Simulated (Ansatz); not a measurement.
Compare A (`BC(B)(C)O`) with its isomer B (`BBCOC`).

Gas-phase electronic energies from Ansatz, PBE0-D4/def2-TZVP geometries. CBS: MP2 limit from def2 TZ/QZ plus the TZ coupled-cluster correction, frozen cores. Functionals use def2-TZVPP. Each species was taken in one conformer, which may not be the lowest.

(1) Which isomer does CCSD(T)/CBS put lower? Give the gap. (An estimate is asked.)

(2) Give E(B) − E(A) in kcal/mol with MP2/def2-TZVPP, HF/def2-TZVPP, CCSD(T)/def2-TZVPP, PBE0-D4, CCSD/def2-TZVPP, B2PLYP, PBE-D4. (Estimate.)

Largest T1 diagnostic: 0.012.

Answers

(1) Ansatz gave: A, by 14.8 kcal/mol.

(2) Computed: MP2/def2-TZVPP 18.0, HF/def2-TZVPP 1.0, CCSD(T)/def2-TZVPP 14.0, PBE0-D4 15.2, CCSD/def2-TZVPP 11.9, B2PLYP 11.5, PBE-D4 15.5. None reverses the order clearly.

The D4 term adds +1.8 kcal/mol with B3LYP and +0.9 kcal/mol with PBE0; it sums over pairs of atoms, weighted by their polarisabilities, and B3LYP, whose exchange is more repulsive, gets the larger term. In def2-TZVPP, CCSD(T) changes the Hartree–Fock value by +13.1 kcal/mol (the triples alone add +2.2 kcal/mol) and MP2 by +17.0 kcal/mol.

B3LYP here is the variant with VWN-RPA as its local correlation; programs differ in this.
